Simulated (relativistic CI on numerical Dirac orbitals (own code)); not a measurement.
# Level scheme of Mn II

These numbers are calculated, not measured: Dirac-Coulomb-Breit CI, KLI orbitals optimised for each configuration, model QED (radiative potential, 1s self-energy scaled to tabulated hydrogen-like ionisation energies), valence Slater integrals scaled by 0.85, P86 correlation estimate, and configurations built on the next ion tied to the tabulated ionisation energy (semi-empirical) (own radial code, finite nucleus).

Configuration list (outside the closed core [Ar]): 3d⁵4s, 3d⁶, 3d⁵4p, 3d⁵4d, 3d⁵5s, 3d⁵4f, 3d⁴4s², 3d⁴4s4p, 3d⁵5p, 3d³4s4p², 3d⁵6s, 3d⁴4p², 3d⁵5d, 3d⁵6p, 3d⁵5g, 3d⁵5f, 3d⁵6d, 3d⁵6g, 3d⁴4s5p, 3d³4s²4p, 3d⁴4s5s, 3d⁴4s6s, 3d⁴4s5d, 3d⁴4s4d. Levels of other configurations are missing.

```tsv
No.	Configuration	Term	J	E (cm⁻¹)	%	Landé g	jj configuration (%)
1	3d⁵4s	⁷S	3	0.0	99	2.002	3d3/2^2 3d5/2^3 4s (43)
2	3d⁵4s	⁵S	2	9951.0	98	2.002	3d3/2^2 3d5/2^3 4s (42)
3	3d⁶	⁵D	4	22849.0	97	1.501	3d3/2^3 3d5/2^3 (46)
4	3d⁶	⁵D	3	23085.7	97	1.501	3d3/2^3 3d5/2^3 (48)
5	3d⁶	⁵D	2	23253.0	97	1.501	3d3/2^2 3d5/2^4 (63)
6	3d⁶	⁵D	1	23360.6	97	1.501	3d3/2 3d5/2^5 (44)
7	3d⁶	⁵D	0	23413.3	97		3d3/2^2 3d5/2^4 (67)
8	3d⁵4s	⁵G	6	27777.0	99	1.334	3d3/2^2 3d5/2^3 4s (51)
9	3d⁵4s	⁵G	5	27801.4	99	1.267	3d3/2^2 3d5/2^3 4s (63)
10	3d⁵4s	⁵G	4	27815.6	99	1.150	3d3/2^2 3d5/2^3 4s (52)
11	3d⁵4s	⁵G	3	27822.9	99	0.916	3d3/2^2 3d5/2^3 4s (42)
12	3d⁵4s	⁵G	2	27826.1	99	0.332	3d3/2^2 3d5/2^3 4s (40)
13	3d⁵4s	⁵P	3	31610.9	97	1.663	3d3/2^3 3d5/2^2 4s (30)
14	3d⁵4s	⁵P	2	31636.8	97	1.827	3d3/2^2 3d5/2^3 4s (47)
15	3d⁵4s	⁵P	1	31667.7	98	2.493	3d3/2^2 3d5/2^3 4s (53)
16	3d⁵4s	⁵D	4	34237.1	89	1.458	3d3/2^2 3d5/2^3 4s (37)
17	3d⁵4s	³G	5	34262.3	96	1.200	3d3/2^2 3d5/2^3 4s (52)
18	3d⁵4s	³G	3	34279.0	93	0.778	3d3/2^2 3d5/2^3 4s (47)
19	3d⁵4s	⁵D	0	34281.6	97		3d3/2^2 3d5/2^3 4s (78)
20	3d⁵4s	³G	4	34284.3	87	1.092	3d3/2^2 3d5/2^3 4s (72)
21	3d⁵4s	⁵D	1	34298.1	97	1.510	3d3/2^2 3d5/2^3 4s (49)
22	3d⁵4s	⁵D	3	34313.1	92	1.476	3d3/2^2 3d5/2^3 4s (36)
23	3d⁵4s	⁵D	2	34317.2	96	1.507	3d3/2 3d5/2^4 4s (37)
24	3d⁵4s	³P	2	37587.9	79	1.492	3d3/2^3 3d5/2^2 4s (25)
25	3d⁵4s	³P	1	37734.9	84	1.486	3d3/2^2 3d5/2^3 4s (46)
26	3d⁵4s	³P	0	37805.4	87		3d3/2^2 3d5/2^3 4s (46)
27	3d⁶	³H	6	39061.2	99	1.167	3d3/2^3 3d5/2^3 (63)
28	3d⁶	³H	5	39209.9	98	1.034	3d3/2^2 3d5/2^4 (56)
29	3d⁶	³H	4	39322.0	98	0.801	3d3/2^2 3d5/2^4 (40)
30	3d⁵4p	⁷P°	2	40477.3	99	2.335	3d3/2^2 3d5/2^3 4p1/2 (34)
```

Energies count from the lowest computed level; ° marks odd parity. Filled j subshells are mostly left out of the jj labels.

The mean weight of the leading LS term, summed over parents, in these 30 levels is 95 %, and that of the leading jj configuration (from the same eigenvectors) 48 %, so LS coupling describes them better.

Configurations that consist of the next ion and one excited electron were tied to the tabulated ionisation energy; Rydberg ones are usually within 1,000 to 3,000 cm⁻¹ and the lowest ones within about 6,000 (9,000 in d shells), while levels on excited terms of the next ion carry the error of that term, and the other configurations can be misplaced by 10,000 cm⁻¹ or more. Rates follow the energies as ν³ (E1, M1) or ν⁵ (E2), so rates, branching and lifetimes can be off by large factors. The fine structure of a lone outer electron comes out too small, for d and f at times inverted, and misplaced configurations move strength between like terms. 17 of the 17 excited levels that our extract of the measured tables holds in this range could be paired (the sources list more); they are missed by 3466 cm⁻¹ on average and 8523 at most, and levels without a partner can miss by more.
